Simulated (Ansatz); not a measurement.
A CCSD(T) single point on H7HfN3O (`[NH2][Hf]([NH2])([NH2])[OH]`).

```yaml
crystal:
  periodic: [false, false, false]
  atoms:
    - {symbol: N, position_ang: [-1.787343, 0.733001, -0.178915]}
    - {symbol: Hf, position_ang: [0.175598, 0.200789, 0.043282]}
    - {symbol: N, position_ang: [0.230214, -1.098484, 1.622033]}
    - {symbol: N, position_ang: [0.689490, -0.823759, -1.652445]}
    - {symbol: O, position_ang: [1.364706, 1.701654, 0.340233]}
    - {symbol: H, position_ang: [-2.550788, 0.362965, 0.368417]}
    - {symbol: H, position_ang: [-2.145149, 1.459060, -0.783596]}
    - {symbol: H, position_ang: [0.376899, -0.847523, 2.589667]}
    - {symbol: H, position_ang: [0.267434, -2.104475, 1.541947]}
    - {symbol: H, position_ang: [1.622763, -0.950783, -2.017259]}
    - {symbol: H, position_ang: [0.028681, -1.206938, -2.312832]}
    - {symbol: H, position_ang: [1.727514, 2.574504, 0.439469]}
basis:
  gaussian: {orbitals: def2-SVP}
correlation: {method: ccsd_t}
```

```sh
$ ansatz run in.yaml --threads 4 --pin off --events-out ev --progress --plain --max-ram 11315MiB
```

Log, shortened:

```
Functional definition: HF
1246 factors; integrals over basis functions are off by at most 1.3e-3 eV
mean field evaluation 1: about -7876.1081 eV, gradient 6.5e1 eV
mean field evaluation 2: about -7876.2168 eV, gradient 6.5e1 eV
mean field evaluation 4: about -7884.5691 eV, gradient 3.5e0 eV
mean field evaluation 8: about -7884.6393 eV, gradient 1.1e-1 eV
mean field -7884.63936345 eV, -289.7551522062 hartree, gradient 1.4e-6 eV, S^2 0.000000; 0 other end points of the search recorded, 0 dependent functions left out
4 core orbitals not correlated: weight in the atoms' cores, before any rotation towards them, 1.000 or more for the frozen orbitals, at most 0.000 for the correlated occupied ones
reference -7884.63936345 eV, -289.7551522062 hartree; 20, 20 occupied and 99, 99 virtual orbitals, 1246 factors
second order -25.57771406 eV of doubles, -0.00000000 eV of singles
cycle   1  -25.60807463 eV  change   -3.0e-2 eV  update   1.4e-1
cycle   2  -26.21600133 eV  change   -6.1e-1 eV  update   4.4e-2
cycle   3  -26.42058704 eV  change   -2.0e-1 eV  update   2.6e-2
cycle   4  -26.41462086 eV  change    6.0e-3 eV  update   6.6e-3
cycle   5  -26.40810627 eV  change    6.5e-3 eV  update   2.6e-3
cycle   6  -26.40858473 eV  change   -4.8e-4 eV  update   9.1e-4
cycle   7  -26.40839626 eV  change    1.9e-4 eV  update   3.0e-4
cycle   8  -26.40832704 eV  change    6.9e-5 eV  update   1.0e-4
cycle   9  -26.40836662 eV  change   -4.0e-5 eV  update   3.5e-5
perturbative correction -0.76460450 eV, -0.0280986970 hartree
Total energy: -7911.81233456 eV, -290.7537404761 hartree
```

Hardware: 4 threads of an Arm Neoverse V2 on a shared host. Wall time 17 s, peak host memory 0.9 GiB.

The correlation energy is -27.173 eV, 2.8 % of it from (T); the T1 diagnostic reads 0.0162.
